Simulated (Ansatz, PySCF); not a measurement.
Gas-phase reaction (SMILES): CN[SiH3] + H+ -> C[NH2+][SiH3]; protonation at N, whose ΔH is minus the proton affinity.

Structures are relaxed separately at B3LYP-D3(BJ)/def2-TZVP in Ansatz (a program for electronic structure). Cores are frozen in the correlated levels unless marked. No spin-orbit coupling. No relativistic terms. Basis-set limits of correlation are two-point, X^-3; Hartree-Fock from the larger set. Thermal terms are rigid-rotor harmonic-oscillator values from B3LYP-D3(BJ) frequencies (PySCF) at 298.15 K and 1 atm. 1 Eh = 627.5095 kcal/mol. The proton has no electrons: its energy is zero and its thermal terms are those of translation.

```
species        E, CCSD(T)/CBS(cc-pV(T+d)Z,cc-pV(Q+d)Z) (Ansatz) (Eh)  E, wB97M-V/def2-TZVPD (Ansatz) (Eh)  H - E (Eh)  G - E (Eh)
-------------  -----------------------------------------------------  -----------------------------------  ----------  ----------
CN[SiH3]                                                  -386.03846                           -386.53223     0.08528     0.05119
H+                                                           0.00000                              0.00000     0.00236    -0.01000
C[NH2+][SiH3]                                             -386.39413                           -386.88273     0.10014     0.06623
```

Problem. Work out ΔE and ΔH, ΔG, ΔS and the equilibrium constant at 298.15 K at the first level, then ΔH at the second.

Solution. 
1. ΔE = [(-386.39413)] - [(-386.03846) + (0.00000)] = -0.35567 Eh = -223.2 kcal/mol at CCSD(T)/CBS(cc-pV(T+d)Z,cc-pV(Q+d)Z).
2. The terms H - E add up to 0.01250 Eh, so ΔH = (-0.35567 + (0.01250))×627.5095 = -215.3 kcal/mol.
3. The terms G - E add up to 0.02504 Eh, so ΔG = -207.5 kcal/mol, and ΔS = (0.01250 - (0.02504))×627509.5/298.15 = -26.4 cal/(mol K).
4. log10 K = -ΔG/(RT ln 10) = 152.1, with RT ln 10 = 1.3642 kcal/mol.
5. At wB97M-V/def2-TZVPD the same steps give ΔE = -219.9 and ΔH = -212.1 kcal/mol, a shift of +3.2 from the first level.
6. These values are not checked against measurement here, since the tables used lack a sound gas-phase enthalpy of formation for at least one species, or one in the same ion convention.
